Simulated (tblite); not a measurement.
C4H10PSi (doublet state).
Numbering: `[PH2:1][Si:2]1[CH2:3][CH2:4][CH2:5][CH2:6]1` (hydrogens: H7, H8 on P1; H9, H10 on C3; H11, H12 on C4; H13, H14 on C5; H15, H16 on C6)

Geometry (GFN2-xTB, Å), atoms numbered from 1 in this order:
```
atom  x, y, z in Å
P1     2.8641    0.0854   -0.4635
Si2    0.9808    0.3625    0.7488
C3    -0.0847   -1.2426    0.7361
C4    -1.1346   -0.9549   -0.3333
C5    -1.5766    0.4995   -0.1933
C6    -0.3343    1.3838   -0.2237
H7     3.5815   -0.4841    0.5739
H8     3.3562    1.3502   -0.1907
H9     0.4934   -2.1351    0.5003
H10   -0.5703   -1.4140    1.6965
H11   -1.9879   -1.6309   -0.2449
H12   -0.6941   -1.0974   -1.3233
H13   -2.2773    0.7714   -0.9856
H14   -2.0880    0.6252    0.7639
H15   -0.5444    2.3721    0.1793
H16    0.0086    1.5177   -1.2518
```

The geometry is computed with GFN2-xTB (gas phase). This method treats the open shell by occupation alone, without spin polarisation.

Take the most abundant isotopes and a rigid rotor. The values belong to one conformer with, in the numbering `[PH2:1][Si:2]1[CH2:3][CH2:4][CH2:5][CH2:6]1`, H–P1–Si2–C3 -85° and -178°, P1–Si2–C3–C4 -99°, Si2–C3–C4–C5 -40°, C3–C4–C5–C6 53°, C4–C5–C6–Si2 -38°.

(1) Give the principal moments of inertia and the rotational constants in GHz.

(2) Classify the top.

(3) Is it planar, by Δ = Ic − Ia − Ib?

(4) Where do the levels up to J = 3 lie, in cm⁻¹?

(5) Estimate the classical rotational partition function at 10 K, 100 K and 298.15 K.

## Answers

(1) Ia = 118.21, Ib = 353.28, Ic = 398.11 u·Å²; 505379 MHz·u·Å²/I gives 4275, 1431 and 1269 MHz, that is A = 4.2753, B = 1.4305, C = 1.2695 GHz.

(2) An asymmetric top. Ray's parameter κ = (2B − A − C)/(A − C) = -0.893; −1 is the prolate and +1 the oblate limit.

(3) Not planar: Δ = Ic − Ia − Ib = -73.39 u·Å². For a rigid frame Δ = −2 Σ m c², so Σ m c² = 36.69 u·Å² lies off the ab plane: 7.90 from hydrogen and 28.79 from heavier atoms. The atom farthest from that plane is 1.65 Å away.

(4) Above 0(0,0):
J = 1: 1(0,1) 0.0901, 1(1,1) 0.1850, 1(1,0) 0.1903
J = 2: 2(0,2) 0.2700, 2(1,2) 0.3597, 2(1,1) 0.3758, 2(2,1) 0.6605, 2(2,0) 0.6607
J = 3: 3(0,3) 0.5393, 3(1,3) 0.6217, 3(1,2) 0.6539, 3(2,2) 0.9307, 3(2,1) 0.9318, 3(3,1) 1.4187, 3(3,0) 1.4187
Those of J = 1 are B + C, A + C and A + B.

(5) Point group C1, symmetry number σ = 1; q = (√π/σ)·√((kT/h)³/(ABC)), k/h = 20836.6 MHz/K: 1910 at 10 K, 60500 at 100 K, 311000 at 298.15 K.

For this open shell read J as N, the rotation without spin; fine and hyperfine splittings come on top. Its GFN2-xTB frequencies are all real (lowest 61 cm⁻¹). Zero-point vibration and centrifugal distortion are left out.
